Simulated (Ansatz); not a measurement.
B6P4Cl6⁺, a halide-capped nanocrystal cut from zinc blende BP (6 Cl on the cations). Total charge 1; doublet. Geometry PBE-D4/def2-SVP, that of the neutral singlet; atoms count from 1.

Cartesian coordinates in Å:
```
P 1.350 -1.753 0.700
P 0.597 1.670 0.967
P -2.018 -0.647 0.483
P 0.258 0.005 -2.167
B -0.560 -1.792 1.059
B -1.225 1.130 0.581
B 1.012 -0.106 1.653
B 1.544 -0.765 -0.948
B 0.837 1.459 -0.970
B -1.468 -0.344 -1.361
Cl -1.085 -3.077 2.150
Cl -2.330 2.450 0.148
Cl 0.936 -0.184 3.422
Cl 3.244 -0.558 -1.412
Cl 1.691 2.776 -1.769
Cl -2.783 -0.261 -2.537
```

Problem. Estimate the Mulliken populations from the PBE0/def2-SVP orbitals of Ansatz.

Solution. 
```json
{"atom": "P1", "charge (e)": "0.17", "spin (α − β)": "0.09"}
{"atom": "P2", "charge (e)": "0.19", "spin (α − β)": "0.21"}
{"atom": "P3", "charge (e)": "0.18", "spin (α − β)": "0.43"}
{"atom": "P4", "charge (e)": "0.16", "spin (α − β)": "0.23"}
{"atom": "B5", "charge (e)": "0.00", "spin (α − β)": "0.02"}
{"atom": "B6", "charge (e)": "0.02", "spin (α − β)": "-0.02"}
{"atom": "B7", "charge (e)": "0.01", "spin (α − β)": "0.00"}
{"atom": "B8", "charge (e)": "0.08", "spin (α − β)": "0.00"}
{"atom": "B9", "charge (e)": "-0.11", "spin (α − β)": "-0.01"}
{"atom": "B10", "charge (e)": "0.03", "spin (α − β)": "0.00"}
{"atom": "Cl11", "charge (e)": "0.05", "spin (α − β)": "0.01"}
{"atom": "Cl12", "charge (e)": "0.03", "spin (α − β)": "0.00"}
{"atom": "Cl13", "charge (e)": "0.03", "spin (α − β)": "0.01"}
{"atom": "Cl14", "charge (e)": "0.03", "spin (α − β)": "0.01"}
{"atom": "Cl15", "charge (e)": "0.07", "spin (α − β)": "0.01"}
{"atom": "Cl16", "charge (e)": "0.06", "spin (α − β)": "0.01"}
```
Mulliken values depend strongly on the basis.

Problem. Where does the spin sit?

Solution. Summed by element: P 0.97, B -0.01, Cl 0.05, of 1 unpaired in all. Largest on single atoms: P3 0.43, P4 0.23, P2 0.21.

Problem. And the Mayer bond orders between heavy atoms (over 0.3)?

Solution. P1–B5 0.92 (1.94 Å); P1–B7 0.96 (1.93 Å); P1–B8 0.95 (1.93 Å); P2–B6 0.98 (1.94 Å); P2–B7 0.91 (1.95 Å); P2–B9 0.90 (1.96 Å); P3–B5 0.90 (1.94 Å); P3–B6 0.90 (1.95 Å); P3–B10 0.91 (1.95 Å); P4–B8 0.91 (1.93 Å); P4–B9 0.89 (1.97 Å); P4–B10 0.92 (1.94 Å); B5–Cl11 1.48 (1.77 Å); B6–Cl12 1.36 (1.77 Å); B7–Cl13 1.36 (1.77 Å); B8–Cl14 1.37 (1.77 Å); B9–Cl15 1.48 (1.76 Å); B10–Cl16 1.48 (1.77 Å).
